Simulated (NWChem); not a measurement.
System: WO$_{2}$BrCl; SMILES [Cl][W](=[O])(=[O])[Br]

NWChem printed, in part:

```
             Northwest Computational Chemistry Package (NWChem) 7.3.0
             --------------------------------------------------------

 CS  symmetry detected

                             Geometry "geometry" -> ""
                             -------------------------

 Output coordinates in angstroms (scale by  1.889725989 to convert to a.u.)

  No.       Tag          Charge          X              Y              Z
 ---- ---------------- ---------- -------------- -------------- --------------
    1 W                   74.0000     0.24501143     0.37331043     0.00000000
    2 O                    8.0000     1.22463312     0.69567683     1.37073200
    3 O                    8.0000     1.22463312     0.69567683    -1.37073200
    4 Cl                  17.0000    -1.53611777     1.79949684     0.00000000
    5 Br                  35.0000    -0.33174210    -1.98134992     0.00000000

 Effective nuclear repulsion energy (a.u.)    1445.5343832921

      Symmetry information
      --------------------

 Group name             Cs
 Group number              2
 Group order               2
 No. of unique centers     4

                                 NWChem DFT Module
                                 -----------------

 Summary of "ao basis" -> "ao basis" (spherical)
 ------------------------------------------------------------------------------
       Tag                 Description            Shells   Functions and Types
 ---------------- ------------------------------  ------  ---------------------
 W                          def2-svp                12       32   6s3p2d1f
 O                          def2-svp                 6       14   3s2p1d
 Cl                         def2-svp                 8       18   4s3p1d
 Br                         def2-svp                12       32   5s4p3d

      Symmetry analysis of basis
      --------------------------

        a'         71
        a"         39

            General Information
            -------------------
          SCF calculation type: DFT
          Wavefunction type:  closed shell.
          No. of atoms     :     5
          No. of electrons :    82
           Alpha electrons :    41
            Beta electrons :    41
          Charge           :     0
          Spin multiplicity:     1
          Use of symmetry is: on ; symmetry adaption is: on
          Maximum number of iterations: 150
          AO basis - number of functions:   110
                     number of shells:    44
          Convergence on energy requested:  1.00D-06
          Convergence on density requested:  1.00D-05
          Convergence on gradient requested:  5.00D-04

              XC Information
              --------------
                        MPW1K Method XC Functional
                     Hartree-Fock (Exact) Exchange  0.428
                        mPW91  Exchange Functional  0.572
                Perdew 1991 Correlation Functional  1.000 non-local
            Perdew 1991 LDA Correlation Functional  1.000 local

             Grid Information
             ----------------
          Grid used for XC integration:  medium
          Radial quadrature: Mura-Knowles
          Angular quadrature: Lebedev.
          Tag              B.-S. Rad. Rad. Pts. Rad. Cut. Ang. Pts.
          ---              ---------- --------- --------- ---------
          W                   1.35      123           8.0       590
          O                   0.60       49          10.0       434
          Cl                  1.00       88          10.0       590
          Br                  1.15      112          10.0       590
          Grid pruning is: on
          Number of quadrature shells:   372
          Spatial weights used:  Erf1

      Superposition of Atomic Density Guess
      -------------------------------------

 Sum of atomic energies:       -3253.96825195

      Non-variational initial energy
      ------------------------------

 Total energy =   -3247.149265
 1-e energy   =   -5441.276434
 2-e energy   =    1739.694942
 HOMO         =      -0.411881
 LUMO         =      -0.013007

      Symmetry analysis of molecular orbitals - initial
      -------------------------------------------------

  Numbering of irreducible representations:

     1 a'          2 a"

  Orbital symmetries:

     1 a'          2 a'          3 a'          4 a'          5 a'
     6 a"          7 a'          8 a"          9 a'         10 a'
    11 a'         12 a'         13 a"         14 a'         15 a"
    16 a'         17 a'         18 a'         19 a"         20 a'
    21 a'         22 a"         23 a"         24 a'         25 a'
    26 a'         27 a"         28 a'         29 a'         30 a'
    31 a'         32 a"         33 a"         34 a'         35 a'
    36 a"         37 a'         38 a'         39 a"         40 a'
    41 a"         42 a'         43 a"         44 a'         45 a'
    46 a'         47 a"         48 a'         49 a'         50 a"
    51 a'

     ---------------------------------------------
      Total Density - Mulliken Population Analysis
     ---------------------------------------------

    Atom       Charge   Shell Charges
 -----------   ------   -------------------------------------------------------
    1 W   14    10.95   0.04 -0.35  1.79  0.54  0.40  0.06  5.49  0.59  0.13  1.77  0.35  0.14
    2 O    8     9.07   1.99  1.16  0.74  3.17  2.00  0.01
    3 O    8     9.07   1.99  1.16  0.74  3.17  2.00  0.01
    4 Cl  17    17.45   2.00  1.99  1.22  0.73  5.94  2.17  3.39  0.01
    5 Br  35    35.46   2.00  2.00  2.00  1.36  0.60  6.00  5.99  2.39  3.12  8.23  1.73  0.05

   convergence    iter        energy       DeltaE   RMS-Dens  Diis-err
 ---------------- ----- ----------------- --------- --------- ---------
 d= 0,ls=0.0,diis     1  -3251.0475027110 -3.71D+03  4.56D-02  4.61D+00
 d= 0,ls=0.0,diis     2  -3244.9637434445  6.08D+00  3.54D-02  5.78D+01
 d= 0,ls=0.0,diis     3  -3251.5826250817 -6.62D+00  6.51D-03  2.87D-01
 d= 0,ls=0.0,diis     4  -3251.6024155700 -1.98D-02  2.58D-03  1.65D-01
 d= 0,ls=0.0,diis     5  -3251.6227806387 -2.04D-02  2.77D-04  3.47D-03
  Resetting Diis
 d= 0,ls=0.0,diis     6  -3251.6231269574 -3.46D-04  8.41D-05  4.18D-04
 d= 0,ls=0.0,diis     7  -3251.6231650094 -3.81D-05  8.71D-05  2.65D-05
 d= 0,ls=0.0,diis     8  -3251.6231502254  1.48D-05  6.05D-05  1.77D-04
 d= 0,ls=0.0,diis     9  -3251.6231679411 -1.77D-05  7.69D-06  9.83D-07
 d= 0,ls=0.0,diis    10  -3251.6231680669 -1.26D-07  2.81D-06  4.67D-08

         Total DFT energy =    -3251.623168066859
      One electron energy =    -5441.913595565680
           Coulomb energy =     1880.243050958316
    Exchange-Corr. energy =     -144.384849901055
 Nuclear repulsion energy =      454.432226441561

 Numeric. integr. density =       81.999995836770

                  Occupations of the irreducible representations
                  ----------------------------------------------

                     irrep           alpha         beta
                     --------     --------     --------
                     a'               28.0         28.0
                     a"               13.0         13.0

                       DFT Final Molecular Orbital Analysis
                       ------------------------------------

 Vector   39  Occ=2.000000D+00  E=-4.059645D-01  Symmetry=a"
              MO Center=  7.3D-01,  8.0D-01,  1.5D-13, r^2= 3.6D+00
   Bfn.  Coefficient  Atom+Function         Bfn.  Coefficient  Atom+Function
  ----- ------------  ---------------      ----- ------------  ---------------
    36      0.379543  2 O  px                50     -0.379543  3 O  px
    39      0.279879  2 O  px                53     -0.279879  3 O  px
    73      0.269915  4 Cl pz                70      0.197885  4 Cl pz
    38     -0.161964  2 O  pz                52     -0.161964  3 O  pz
    41     -0.115946  2 O  pz                55     -0.115946  3 O  pz

 Vector   40  Occ=2.000000D+00  E=-3.919664D-01  Symmetry=a'
              MO Center= -2.6D-01, -1.3D+00,  4.6D-12, r^2= 3.6D+00
   Bfn.  Coefficient  Atom+Function         Bfn.  Coefficient  Atom+Function
  ----- ------------  ---------------      ----- ------------  ---------------
    93      0.495807  5 Br px                90      0.458489  5 Br px
    87     -0.301061  5 Br px                94     -0.180948  5 Br py
    72     -0.159483  4 Cl py                91     -0.144555  5 Br py
    71     -0.142964  4 Cl px                37      0.130195  2 O  py
    51      0.130195  3 O  py                69     -0.116276  4 Cl py

 Vector   41  Occ=2.000000D+00  E=-3.886295D-01  Symmetry=a"
              MO Center= -6.8D-02, -1.4D+00, -2.5D-12, r^2= 3.1D+00
   Bfn.  Coefficient  Atom+Function         Bfn.  Coefficient  Atom+Function
  ----- ------------  ---------------      ----- ------------  ---------------
    95      0.542341  5 Br pz                92      0.492853  5 Br pz
    89     -0.323764  5 Br pz                37      0.163621  2 O  py
    51     -0.163621  3 O  py                40      0.121158  2 O  py
    54     -0.121158  3 O  py                86      0.104993  5 Br pz
    38     -0.099712  2 O  pz                52     -0.099712  3 O  pz

 Vector   42  Occ=0.000000D+00  E=-1.130022D-01  Symmetry=a'
              MO Center=  2.4D-02,  2.4D-01, -6.1D-13, r^2= 3.0D+00
   Bfn.  Coefficient  Atom+Function         Bfn.  Coefficient  Atom+Function
  ----- ------------  ---------------      ----- ------------  ---------------
    20      0.630469  1 W  d  2              16      0.460346  1 W  d -2
    71      0.301929  4 Cl px                93      0.297188  5 Br px
    25      0.209663  1 W  d  2               5     -0.174689  1 W  s
    41      0.174475  2 O  pz                55     -0.174475  3 O  pz
     7      0.173352  1 W  px                90      0.174025  5 Br px

 Vector   43  Occ=0.000000D+00  E=-8.456565D-02  Symmetry=a"
              MO Center=  4.0D-01,  3.8D-01,  6.2D-11, r^2= 2.3D+00
   Bfn.  Coefficient  Atom+Function         Bfn.  Coefficient  Atom+Function
  ----- ------------  ---------------      ----- ------------  ---------------
    17      0.807190  1 W  d -1              37     -0.263168  2 O  py
    51      0.263168  3 O  py                40     -0.252094  2 O  py
    54      0.252094  3 O  py                19      0.250465  1 W  d  1
    95      0.166968  5 Br pz                73     -0.156341  4 Cl pz
    22      0.140269  1 W  d -1              92      0.108671  5 Br pz

 Vector   44  Occ=0.000000D+00  E=-7.115848D-02  Symmetry=a'
              MO Center=  2.6D-01,  2.5D-01, -6.2D-11, r^2= 2.9D+00
   Bfn.  Coefficient  Atom+Function         Bfn.  Coefficient  Atom+Function
  ----- ------------  ---------------      ----- ------------  ---------------
    16      0.678374  1 W  d -2              20     -0.494143  1 W  d  2
    94     -0.374808  5 Br py                83     -0.269454  5 Br s
    72     -0.234122  4 Cl py                37     -0.214387  2 O  py
    51     -0.214387  3 O  py                64      0.210204  4 Cl s
    40     -0.208306  2 O  py                54     -0.208306  3 O  py

     ---------------------------------------------
      Total Density - Mulliken Population Analysis
     ---------------------------------------------

    Atom       Charge   Shell Charges
 -----------   ------   -------------------------------------------------------
    1 W   14    12.83   0.04 -0.36  1.87  0.49  0.47 -0.04  5.60  0.56  0.17  3.35  0.49  0.20
    2 O    8     8.34   1.99  1.12  0.79  2.73  1.69  0.01
    3 O    8     8.34   1.99  1.12  0.79  2.73  1.69  0.01
    4 Cl  17    17.24   2.00  1.99  1.26  0.72  5.93  2.13  3.19  0.02
    5 Br  35    35.25   2.00  2.00  1.99  1.42  0.56  6.00  5.98  2.36  2.91  8.21  1.74  0.08

     -------------------------------------------
      Total Density - Lowdin Population Analysis
     -------------------------------------------

    Atom       Charge   Shell Charges
 -----------   ------   -------------------------------------------------------
    1 W   14    13.98   0.00  0.04  1.09  0.80  0.39  0.17  4.95  1.30  0.52  3.06  1.34  0.34
    2 O    8     8.14   1.98  0.98  0.70  2.61  1.85  0.02
    3 O    8     8.14   1.98  0.98  0.70  2.61  1.85  0.02
    4 Cl  17    16.88   2.00  1.96  1.03  0.75  5.82  2.25  3.05  0.02
    5 Br  35    34.86   2.00  2.00  1.96  1.09  0.69  5.99  5.81  2.46  2.83  7.85  2.03  0.15

     Multipole analysis of the density
     ---------------------------------

     L   x y z        total         alpha         beta         nuclear
     -   - - -        -----         -----         ----         -------
     0   0 0 0     -0.000000    -41.000000    -41.000000     82.000000

     1   1 0 0     -0.761078     13.509595     13.509595    -27.780268
     1   0 1 0     -0.369111     20.979077     20.979077    -42.327265
     1   0 0 1      0.000000      0.000000      0.000000      0.000000

     2   2 0 0    -50.719536   -148.208095   -148.208095    245.696654
     2   1 1 0     -0.916832     15.745228     15.745228    -32.407287
     2   1 0 1     -0.000000     -0.000000     -0.000000      0.000000
     2   0 2 0    -47.974878   -384.923627   -384.923627    721.872376
     2   0 1 1     -0.000000     -0.000000     -0.000000      0.000000
     2   0 0 2    -51.304860    -79.329989    -79.329989    107.355119
```

Level: MPW1K/def2-SVP with def2 effective core potentials on W. Structure relaxed at the PBE-D3(BJ)/def2-SVP level. No frequency run checked for a minimum. def2 effective core potentials on W; no spin-orbit coupling.

Q: Reconstruct the input file.

A: This is not unique; one that fits is the input that was run:
```
start job
memory heap 200 mb stack 900 mb global 1100 mb
geometry units angstroms noautoz
  W      0.200550     0.340897     0.000000
  O      1.164466     0.707564     1.370732
  O      1.164466     0.707564    -1.370732
  Cl    -1.643712     1.684447     0.000000
  Br    -0.268317    -2.037597     0.000000
end
basis spherical
  * library def2-svp
end
ecp
  W library def2-ecp
end
dft
  xc mpw1k
  iterations 150
  mulliken
end
task dft energy
```
